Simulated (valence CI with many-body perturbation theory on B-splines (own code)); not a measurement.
# Kr23+: electric-dipole lines

Level of theory: valence CI with perturbative core correlation (CI+MBPT): three valence electrons over a frozen Dirac-Fock core [Ne], a basis of 11 s, 11 p, 9 d, 7 f, 5 g, 2 h, 1 i functions for each j, with the one-electron correlation potential Σ1 (screened to all orders), the two-electron term Σ2, the three-electron term Σ3, Breit, model QED; selected single and double excitations, second order for the rest (own B-spline code, finite nucleus).

No measured levels were compared; by estimate levels of excited configurations hold to 0.05 to 0.15 % of their energy, terms of the ground configuration to about 0.5 %.

Lines 101 to 150 of 277 in falling wavelength, among levels below 2003200 cm⁻¹, chosen from the strongest by gf and those to the six lowest levels. Wavelengths and rates use the calculated energies, so an error of 500 cm⁻¹ moves a line at 15.53 nm by 0.078 % and its rate by three times that or more. Electric multipoles are in the length gauge, E1 and E2 with the static RPA response of the core. Weak lines are less certain than strong ones. Lines between different terms over intervals too small for the method are left out, as are lines whose strength nearly cancels. Where a level lies close to another of its J and parity, the split of strength between their lines is uncertain. The highest levels of a list are the least certain.

Names give the largest LS component (configuration and term), which can be under half, so a name can repeat, a term be missing and a line seem to break the LS rules; names also repeat where a configuration has a term twice. Letters in brackets count levels of one name in rising energy.

```tsv
λ vac (nm)	Upper	Lower	A (s⁻¹)	log gf	Branch %
15.53	3p3 4S°_3/2	3s 3p2 4P_3/2	2.11e+10	-0.52	36.6
15.49	3s 3p 3d 4P°_5/2	3s 3p2 2D_3/2	3.36e+08	-2.14	0.6
15.48	3p2 3d 4D_3/2	3s 3p 3d 4F°_5/2	1.43e+10	-0.69	25.6
15.47	3p2 3d 2F_5/2 [b]	3s 3p 3d 2F°_5/2 [a]	7.52e+09	-0.79	6.0
15.47	3p2 3d 2G_9/2	3s 3p 3d 4F°_9/2	1.25e+10	-0.35	42.4
15.44	3p2 3d 4D_5/2	3s 3p 3d 4F°_5/2	1.53e+10	-0.48	28.6
15.43	3s 3p 3d 4D°_3/2	3s 3p2 2D_3/2	1.27e+09	-1.74	2.0
15.36	3p2 3d 2P_3/2 [b]	3s 3p 3d 2D°_5/2 [a]	7.80e+09	-0.96	9.5
15.33	3s 3p 3d 2D°_3/2	3s 3p2 2P_1/2	6.33e+09	-1.05	8.5
15.31	3s 3p 3d 4D°_1/2	3s 3p2 2D_3/2	1.21e+08	-3.07	0.1
15.26	3s 3p 3d 2P°_3/2 [b]	3s2 3d 2D_5/2	3.61e+10	-0.30	28.8
15.25	3p2 3d 2G_7/2	3s 3p 3d 4F°_7/2	3.63e+09	-0.99	14.1
15.24	3s 3p 3d 2P°_1/2 [b]	3s2 3d 2D_3/2	4.49e+10	-0.50	31.1
15.23	3s 3p 3d 2P°_3/2 [a]	3s 3p2 2P_3/2	1.38e+10	-0.72	11.7
15.20	3s 3p2 2S_1/2	3s2 3p 2P°_3/2	5.04e+10	-0.46	88.8
15.19	3s 3p2 2P_1/2	3s2 3p 2P°_1/2	6.49e+10	-0.35	98.1
15.15	3p2 3d 2F_7/2 [b]	3s 3p 3d 2D°_5/2 [a]	1.14e+10	-0.51	9.4
15.14	3s 3p 3d 4F°_5/2	3s 3p2 4P_5/2	1.81e+09	-1.43	37.8
15.13	3p2 3d 2F_7/2 [a]	3p3 2D°_5/2	8.22e+09	-0.65	35.5
15.12	3s 3p 3d 2D°_5/2 [b]	3s2 3d 2D_5/2	4.75e+10	-0.01	32.0
15.05	3s 3p 3d 2P°_3/2 [c]	3s2 3d 2D_5/2	2.68e+10	-0.44	18.3
15.05	3p2 3d 2D_5/2	3p3 2P°_3/2	4.39e+09	-1.05	4.3
15.02	3p2 3d 4D_3/2	3s 3p 3d 4F°_3/2	9.59e+09	-0.89	17.2
14.97	3p2 3d 2P_3/2 [a]	3p3 2D°_5/2	1.93e+10	-0.59	38.5
14.97	3s 3p2 2P_3/2	3s2 3p 2P°_3/2	6.66e+10	-0.05	70.0
14.97	3s 3p 3d 2P°_3/2 [b]	3s2 3d 2D_3/2	9.02e+09	-0.92	7.2
14.96	3p3 2P°_3/2	3s 3p2 2D_3/2	2.47e+09	-1.48	5.1
14.77	3p2 3d 2P_3/2 [b]	3s 3p 3d 2D°_3/2	1.37e+10	-0.75	16.7
14.77	3p2 3d 4D_7/2	3s 3p 3d 4F°_7/2	5.89e+09	-0.81	13.0
14.76	3s 3p 3d 2P°_3/2 [c]	3s2 3d 2D_3/2	5.02e+10	-0.18	34.3
14.76	3s 3p 3d 4F°_3/2	3s 3p2 4P_3/2	2.94e+09	-1.41	52.4
14.75	3p2 3d 2D_3/2 [b]	3p3 2P°_3/2	1.05e+10	-0.86	15.5
14.67	3s 3p 3d 4D°_7/2	3s 3p2 2D_5/2	5.02e+09	-0.89	7.3
14.60	3p2 3d 2D_5/2	3s 3p 3d 4D°_3/2	1.01e+10	-0.72	9.7
14.47	3s 3p 3d 4F°_7/2	3s 3p2 4P_5/2	4.38e+09	-0.96	93.3
14.44	3s 3p 3d 2F°_5/2 [a]	3s 3p2 2D_5/2	9.32e+09	-0.76	20.3
14.44	3p2 3d 2F_7/2 [b]	3s 3p 3d 2F°_5/2 [a]	6.78e+09	-0.77	5.6
14.37	3p3 4S°_3/2	3s 3p2 4P_1/2	1.19e+10	-0.83	20.7
14.35	3s 3p 3d 4F°_5/2	3s 3p2 4P_3/2	1.87e+09	-1.46	38.9
14.28	3s 3d2 4F_5/2	3s 3p 3d 4P°_3/2	1.28e+10	-0.63	12.6
14.21	3p2 3d 2F_7/2 [b]	3s 3p 3d 4D°_5/2	5.32e+09	-0.89	4.4
14.11	3s 3p 3d 2F°_5/2 [b]	3s 3p2 2P_3/2	1.16e+10	-0.68	10.2
14.07	3p2 3d 2D_3/2 [a]	3p3 2P°_1/2	1.31e+10	-0.81	12.1
14.03	3s 3p 3d 4D°_5/2	3s 3p2 2D_3/2	9.08e+09	-0.79	12.2
13.97	3p2 3d 2P_3/2 [a]	3p3 2D°_3/2	7.27e+09	-1.07	14.5
13.95	3s 3p 3d 2P°_1/2 [a]	3s 3p2 2S_1/2	5.56e+10	-0.49	69.6
13.94	3s 3p 3d 4P°_3/2	3s 3p2 2D_3/2	5.16e+09	-1.22	7.9
13.94	3s 3p 3d 4P°_1/2	3s 3p2 2D_3/2	5.06e+08	-2.53	0.9
13.83	3p2 3d 2P_1/2 [b]	3p3 2P°_1/2	4.52e+10	-0.59	62.9
13.81	3s 3p 3d 2F°_5/2 [a]	3s 3p2 2D_3/2	2.43e+10	-0.38	52.9
```

Question: How does gf follow from A for the line at 14.96 nm?

Answer: gf = 1.4992 × (2J+1)_upper × A / σ², with σ = 668345 cm⁻¹ and 2J+1 = 4: gf = 0.0332.
